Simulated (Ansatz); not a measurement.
Correlation energies of AlClFH3Si, SMILES `[F][AlH][SiH2]Cl` by basis set

```xyz
7

F    -1.409   -0.240   -2.230
Al   -0.884   -0.810   -0.771
Si    0.633    0.662    0.477
Cl    1.138   -0.298    2.244
H    -1.396   -2.232   -0.315
H     1.900    0.952   -0.247
H     0.017    1.966    0.842
```

The species carries charge 0 and has multiplicity 1. All single points use the PBE0-D4/def2-TZVP geometry. It is one conformer, not always the lowest. Frozen core, restricted reference, Ansatz. CBS rows extrapolate triple and quadruple zeta; past MP2 they add the triple-zeta difference.

```
     basis      HF (Eh)  MP2 corr.
  def2-SVP  -1091.25494   -0.47393
def2-TZVPP  -1091.73425   -0.63538
def2-QZVPP  -1091.76835   -0.69561
```

(1) Estimate the CCSD correlation energy and the (T) correction in each basis where they were run (hartree).

Answers

(1) 
```csv
basis,CCSD corr.,(T)
def2-SVP,-0.51661,-0.00971
def2-TZVPP,-0.67954,-0.02303
CBS(def2),-0.78437,as TZ
```
